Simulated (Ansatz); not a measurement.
Ansatz (a program for electronic structure) input (CCSD(T)/def2-SVPD):

Ansatz 0.2 input:
```yaml
crystal:
  periodic: [false, false, false]
  atoms:
    - {symbol: Zn, position_ang: [-0.34635109, -0.19918104, -0.27335905]}
    - {symbol: C, position_ang: [1.09346963, 0.62883710, 0.86302549]}
    - {symbol: H, position_ang: [1.56320467, -0.22494741, 1.34319911]}
    - {symbol: H, position_ang: [0.54464400, 1.28148225, 1.53608599]}
    - {symbol: H, position_ang: [1.72186619, 1.14587364, 0.14333342]}
basis:
  gaussian:
    orbitals: def2-SVPD
total_charge: 1
magnetization: {spin_polarized: false}
correlation: {method: ccsd_t, electrons: outside_noble_gas}
output: {forces: true}
```

End of the output:

```
mean field evaluation 2: about -49433.5030 eV, gradient 4.8e1 eV
mean field evaluation 4: about -49439.2802 eV, gradient 3.6e0 eV
mean field evaluation 8: about -49439.3291 eV, gradient 4.6e-1 eV
mean field evaluation 16: about -49436.8741 eV, gradient 3.1e1 eV
mean field -49439.33022952 eV, -1816.8618747531 hartree, gradient 9.6e-6 eV, S^2 0.000000; 0 other end points of the search recorded, 0 dependent functions left out; unrestricted orbitals would lower it
10 core orbitals not correlated
reference -49439.33022952 eV, -1816.8618747531 hartree; 9, 9 occupied and 59, 59 virtual orbitals, 754 factors
densities: 0.24 GiB planned
second order -12.12349836 eV of doubles, -0.00000000 eV of singles
coupled cluster: 0.19 GiB planned
cycle   1  -11.63219712 eV  change    4.9e-1 eV  update   8.7e-2
cycle   2  -11.97646169 eV  change   -3.4e-1 eV  update   3.3e-2
cycle   3  -12.04995797 eV  change   -7.3e-2 eV  update   1.5e-2
cycle   4  -12.04530874 eV  change    4.6e-3 eV  update   5.0e-3
cycle   5  -12.04444139 eV  change    8.7e-4 eV  update   2.2e-3
cycle   6  -12.04492094 eV  change   -4.8e-4 eV  update   6.9e-4
cycle   7  -12.04479593 eV  change    1.3e-4 eV  update   2.7e-4
cycle   8  -12.04473813 eV  change    5.8e-5 eV  update   9.3e-5
cycle   9  -12.04475587 eV  change   -1.8e-5 eV  update   3.3e-5
cycle  10  -12.04475337 eV  change    2.5e-6 eV  update   1.0e-5
cycle  11  -12.04475062 eV  change    2.8e-6 eV  update   4.3e-6
perturbative correction -0.38888376 eV, -0.0142912146 hartree
the calculation of the forces begins
Total energy: -49451.76386390 eV, -1817.3188023887 hartree
Atom 0 at    -0.346351    -0.199181    -0.273359 Å, force    -0.059476    -0.034204    -0.046942 eV/Å
Atom 1 at     1.093470     0.628837     0.863025 Å, force    -0.415826    -0.239135    -0.328193 eV/Å
Atom 2 at     1.563205    -0.224947     1.343199 Å, force     0.268689    -0.277803     0.254158 eV/Å
Atom 3 at     0.544644     1.281482     1.536086 Å, force    -0.123105     0.301652     0.328353 eV/Å
Atom 4 at     1.721866     1.145874     0.143333 Å, force     0.329719     0.249490    -0.207376 eV/Å
Dipole moment:    -0.245207    -0.141014    -0.193530 e Å
```
